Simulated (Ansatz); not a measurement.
One change: `OB1OC1S` becomes `CC1OB1O`.

Ansatz, PBE0-D4/def2-TZVP geometries, multiplicity 1. Each molecule was computed in one conformer, which needn't be the lowest.

```
                                      property  `OB1OC1S`
zero-point energy (PBE0-D4/def2-TZVP) / kJ/mol      128.3
           LUMO energy (B3LYP/def2-TZVPP) / eV      -0.30
size of the dipole moment (PBE/def2-TZVPP) / D       2.35
            LUMO energy (PBE0/def2-TZVPP) / eV       0.03
             LUMO energy (PBE/def2-TZVPP) / eV      -0.84
             HOMO energy (PBE/def2-TZVPP) / eV      -6.14
```

Question: What does the change do to each property? (An estimate is asked.)

Answer: Computed: 
```json
{"property": "zero-point energy (PBE0-D4/def2-TZVP) / kJ/mol", "`CC1OB1O`": "203.0", "shift": "74.7"}
{"property": "LUMO energy (B3LYP/def2-TZVPP) / eV", "`CC1OB1O`": "0.06", "shift": "0.36"}
{"property": "size of the dipole moment (PBE/def2-TZVPP) / D", "`CC1OB1O`": "2.89", "shift": "0.54"}
{"property": "LUMO energy (PBE0/def2-TZVPP) / eV", "`CC1OB1O`": "0.44", "shift": "0.41"}
{"property": "LUMO energy (PBE/def2-TZVPP) / eV", "`CC1OB1O`": "-0.38", "shift": "0.46"}
{"property": "HOMO energy (PBE/def2-TZVPP) / eV", "`CC1OB1O`": "-6.29", "shift": "-0.15"}
```

With PBE0 the HOMO falls by 0.29 eV and the LUMO rises by 0.41 eV, so the gap widens by about 0.70 eV. PBE moves the HOMO by -0.15 eV and ωB97M-V by -0.39 eV. The zero-point energy changes by 74.7 kJ/mol with +6 modes. Dipoles are sizes alone; their direction can turn.

B3LYP here is the variant with VWN-RPA as its local correlation; programs differ in this.
